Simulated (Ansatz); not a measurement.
Gas-phase electronic energies from Ansatz, PBE0-D4/def2-TZVP geometries. CCSD(T)/CBS adds triple-zeta CCSD(T) − MP2 to the extrapolated MP2 energy (def2 sets, frozen cores). This one scheme is used for every species. Each species was taken in one conformer, which may not be the lowest.

`O[Si@H](F)[Si@H](O)F` + CH₃SH → `CS[SiH](O)F` + `O[SiH2]F`  (cleavage of the Si–Si bond)

```json
{"species": "`O[Si@H](F)[Si@H](O)F`", "MP2/CBS(def2) energy (Eh)": "-930.66589"}
{"species": "CH₃SH", "MP2/CBS(def2) energy (Eh)": "-438.17872"}
{"species": "`CS[SiH](O)F`", "MP2/CBS(def2) energy (Eh)": "-902.95941"}
{"species": "`O[SiH2]F`", "MP2/CBS(def2) energy (Eh)": "-465.92671"}
```

(1) Work out ΔE.

Largest T1 diagnostic among the species: 0.013.

## Answers

(1) ΔE = (-902.95941) + (-465.92671) − (-930.66589) − (-438.17872) = -0.04151 Eh = -109.0 kJ/mol. CCSD(T)/CBS gives -98.6 kJ/mol.

From PBE to PBE0 (25 % exact exchange), in def2-TZVPP and without D4, ΔE moves by −6.8 kJ/mol.
